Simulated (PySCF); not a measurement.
Br2Cu, SMILES [Br][Cu-][Br], charge -1, multiplicity 1.

Coordinates come from a PBE0-D3(BJ)/def2-SVPD optimisation. The multiplicity is an assumed one; other spin states were not compared.

Calculation: PBE0-D3(BJ)/def2-SVPD run with PySCF.

Frequencies are harmonic and unscaled.

Modes within 1.5 cm⁻¹ of each other (mostly degenerate sets) share a row, with their intensities summed.

| mode | ν (cm⁻¹) | IR (km/mol) | moving atoms (share of kinetic energy) |
|---|---|---|---|
| 1–2 | 73 | 7.0 | Cu 72 %, Br 28 % |
| 3 | 177 | 0.0 | Br 100 % |
| 4 | 313 | 30.3 | Cu 72 %, Br 28 % |
